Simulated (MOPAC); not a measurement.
A run for MOPAC: AM1 on FH4NSi (SMILES N[SiH2]F), a point of a torsion scan.

```
AM1 1SCF PRECISE CHARGE=0 THREADS=1
FH4NSi

N      1.02479260 1    -0.12172033 1    -0.19795685 1
Si    -0.64436973 1     0.13822723 1     0.08096972 1
F     -1.23612476 1    -1.35028663 1     0.21309963 1
H      1.47267356 1    -0.93664253 1     0.18741218 1
H      1.66715599 1     0.64754077 1    -0.26391746 1
H     -1.23287220 1     0.74389060 1    -1.10088303 1
H     -1.02143548 1     0.77712871 1     1.33806934 1
```

It printed:

```
*******************************************************************************
 **                                                                           **
 **                              MOPAC v23.2.5                                **
 **                                                                           **
 *******************************************************************************
 ** MOPAC's Digital Object Identifier: https://doi.org/10.5281/zenodo.6511958 **
 **                                                                           **
 ** Please cite the open-source release paper for use of this MOPAC version:  **
 ** J. E. Moussa and J. J. P. Stewart (2026)                                  **
 ** MOPAC: An open-source semiempirical molecular orbital program             **
 ** J. Open Source Softw., 11(119), 8025, https://doi.org/10.21105/joss.08025 **
 *******************************************************************************

                              AM1 CALCULATION RESULTS

 *******************************************************************************
 *  AM1        - The AM1 Hamiltonian to be used
 *
 *
 *
 *                 CHARGE ON SYSTEM = 0
 *
 *
 *
 *  PRECISE    - TIGHTER CRITERIA TO BE USED
 *  1SCF       - DO 1 SCF AND THEN STOP
 *  THREADS=1  - MULTI-THREADING NOT USED
 *  T=         - A TIME OF 172800.0 SECONDS REQUESTED
 *  DUMP=N     - RESTART FILE WRITTEN EVERY 7200.0 SECONDS REQUESTED
 *******************************************************************************
AM1 1SCF PRECISE CHARGE=0 THREADS=1
 FH4NSi

   ATOM   CHEMICAL          X               Y               Z
  NUMBER   SYMBOL      (ANGSTROMS)     (ANGSTROMS)     (ANGSTROMS)

     1       N          1.02479260  *  -0.12172033  *  -0.19795685  *
     2      Si         -0.64436973  *   0.13822723  *   0.08096972  *
     3       F         -1.23612476  *  -1.35028663  *   0.21309963  *
     4       H          1.47267356  *  -0.93664253  *   0.18741218  *
     5       H          1.66715599  *   0.64754077  *  -0.26391746  *
     6       H         -1.23287220  *   0.74389060  *  -1.10088303  *
     7       H         -1.02143548  *   0.77712871  *   1.33806934  *



          CARTESIAN COORDINATES

    NO.       ATOM           X           Y           Z

     1         N          1.0248     -0.1217     -0.1980
     2        Si         -0.6444      0.1382      0.0810
     3         F         -1.2361     -1.3503      0.2131
     4         H          1.4727     -0.9366      0.1874
     5         H          1.6672      0.6475     -0.2639
     6         H         -1.2329      0.7439     -1.1009
     7         H         -1.0214      0.7771      1.3381

  H: (AM1): M.J.S. DEWAR ET AL, J. AM. CHEM. SOC. 107 3902-3909 (1985)
  N: (AM1): M.J.S. DEWAR ET AL, J. AM. CHEM. SOC. 107 3902-3909 (1985)
  F: (AM1): M.J.S. DEWAR AND E. G. ZOEBISCH, THEOCHEM, 180, 1 (1988).
 Si: (AM1): M.J.S.DEWAR, C. JIE, ORGANOMETALLICS, 6, 1486-1490 (1987).

           Empirical Formula: H4 N Si F  =     7 atoms



      MOLECULAR POINT GROUP   :   C1


      RHF CALCULATION, NO. OF DOUBLY OCCUPIED LEVELS = 10


 -------------------------------------------------------------------------------
 AM1 1SCF PRECISE CHARGE=0 THREADS=1
 FH4NSi



     1SCF WAS SPECIFIED, SO BFGS WAS NOT USED
     SCF FIELD WAS ACHIEVED


                              AM1 CALCULATION
                                                       MOPAC v23.2.5 Linux




          FINAL HEAT OF FORMATION =       -107.27812 KCAL/MOL =    -448.85164 KJ/MOL


          COSMO AREA              =         95.44 SQUARE ANGSTROMS
          COSMO VOLUME            =         81.61 CUBIC ANGSTROMS

          IONIZATION POTENTIAL    =         10.015023 EV
          HOMO LUMO ENERGIES (EV) =        -10.015  1.416
          NO. OF FILLED LEVELS    =         10
          MOLECULAR WEIGHT        =         65.1222         POINT GROUP:  C1

          MOLECULAR DIMENSIONS (Angstroms)

            Atom       Atom       Distance
            H     5    F     3     3.55639
            H     4    H     6     3.25757
            H     7    H     4     2.14717


          SCF CALCULATIONS        =          1





   ATOM   CHEMICAL          X               Y               Z
  NUMBER   SYMBOL      (ANGSTROMS)     (ANGSTROMS)     (ANGSTROMS)

     1       N          1.02479260  *  -0.12172033  *  -0.19795685  *
     2      Si         -0.64436973  *   0.13822723  *   0.08096972  *
     3       F         -1.23612476  *  -1.35028663  *   0.21309963  *
     4       H          1.47267356  *  -0.93664253  *   0.18741218  *
     5       H          1.66715599  *   0.64754077  *  -0.26391746  *
     6       H         -1.23287220  *   0.74389060  *  -1.10088303  *
     7       H         -1.02143548  *   0.77712871  *   1.33806934  *

                             CARTESIAN COORDINATES

   1    N        1.024792600    -0.121720330    -0.197956850
   2   Si       -0.644369730     0.138227230     0.080969720
   3    F       -1.236124760    -1.350286630     0.213099630
   4    H        1.472673560    -0.936642530     0.187412180
   5    H        1.667155990     0.647540770    -0.263917460
   6    H       -1.232872200     0.743890600    -1.100883030
   7    H       -1.021435480     0.777128710     1.338069340


           Empirical Formula: H4 N Si F  =     7 atoms



      MOLECULAR POINT GROUP   :   C1


                  EIGENVALUES
 -47.57621 -32.32707 -17.49942 -16.73720 -15.60261 -15.22929 -13.94862 -12.63133
 -11.97449 -10.01502   1.41586   1.77629   2.07518   2.79815   5.15201   6.04451


              NET ATOMIC CHARGES AND DIPOLE CONTRIBUTIONS

  ATOM NO.   TYPE          CHARGE      No. of ELECS.   s-Pop       p-Pop
    1          N          -0.749336        5.7493     1.53936     4.20998
    2         Si           1.450375        2.5496     0.77198     1.77764
    3          F          -0.469167        7.4692     1.87524     5.59393
    4          H           0.188804        0.8112     0.81120
    5          H           0.181434        0.8186     0.81857
    6          H          -0.284015        1.2840     1.28402
    7          H          -0.318093        1.3181     1.31809
 DIPOLE           X         Y         Z       TOTAL
 POINT-CHG.     0.639     1.957     0.194     2.067
 HYBRID         0.726    -0.277     0.419     0.883
 SUM            1.365     1.680     0.613     2.250


          ATOMIC ORBITAL ELECTRON POPULATIONS

     Atom    s        px        py        pz
    1  N   1.53936   1.21716   1.17436   1.81845
    2 Si   0.77198   0.55508   0.50528   0.71728
    3  F   1.87524   1.90880   1.73443   1.95070
    4  H   0.81120
    5  H   0.81857
    6  H   1.28402
    7  H   1.31809

 **********************
 *                    *
 * JOB ENDED NORMALLY *
 *                    *
 **********************




 == MOPAC DONE ==
```

The run finished.

Cost: around 0.03 core-seconds (rough).
